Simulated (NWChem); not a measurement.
System: CF cation, singlet

NWChem input:

```
start job
memory heap 200 mb stack 900 mb global 1100 mb
charge 1
geometry units angstroms noautosym nocenter noautoz
  C      0.000000     0.000000    -0.697741
  F      0.000000     0.000000     0.471000
end
basis spherical
  C library 6-31+g*
  F library 6-31+g*
end
dft
  xc xcamb88 1.00 lyp 1.0 hfexch 1.00
  cam 0.33 cam_alpha 0.0 cam_beta 1.0
  iterations 150
end
property
  response 1 0.0
end
task dft property
```

Low-valent species are run as closed-shell singlets; no triplet was tried in these runs. Coordinates come from a B3LYP/6-31G* (spherical d) optimisation.

Static field.

**Question.** Give the results of this calculation. (LC-BLYP (range parameter 0.33 per bohr)/6-31+G* (spherical d).) Quantities: isotropic polarisability (bohr³); anisotropy (bohr³).

**Answer.** 
```yaml
isotropic polarisability (bohr³): 8.0
anisotropy (bohr³): 2.3
```
